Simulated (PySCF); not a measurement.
PySCF 2.14 output of an unrestricted wB97M-V calculation on a single atom or ion in aug-cc-pVDZ-DK (4s3p2d, 23 functions), with scalar relativity by spin-free X2C-1e:

```
SCF conv_tol = 1e-09
number electrons alpha = 3  beta = 1
    N. Mardirossian and M. Head-Gordon.,  J. Chem. Phys. 144, 214110 (2016)
cycle= 1 E= -14.5582237813272  delta_E= -0.000658  |g|= 0.00408  |ddm|= 0.147
cycle= 2 E= -14.5582764033985  delta_E= -5.26e-05  |g|= 0.0012  |ddm|= 0.0313
cycle= 3 E= -14.5582841349615  delta_E= -7.73e-06  |g|= 0.000201  |ddm|= 0.0129
cycle= 4 E= -14.5582844044964  delta_E= -2.7e-07  |g|= 3.51e-05  |ddm|= 0.00248
cycle= 5 E= -14.5582844112539  delta_E= -6.76e-09  |g|= 5.49e-06  |ddm|= 0.000554
cycle= 6 E= -14.5582844113557  delta_E= -1.02e-10  |g|= 6.04e-07  |ddm|= 0.000106
converged SCF energy = -14.5582844113557  <S^2> = 2.0000016  2S+1 = 3.0000011
```

The run itself started from symmetry-adapted Hartree-Fock orbitals and held the occupation by maximum overlap, on a logarithmic radial grid, so the iterations belong to that start.

Q: Which element, charge and spin multiplicity is this?

A: Be (beryllium, neutral), multiplicity 3; the state was [He] 2s1 2p1, high-spin 3P determinant (an excited configuration).
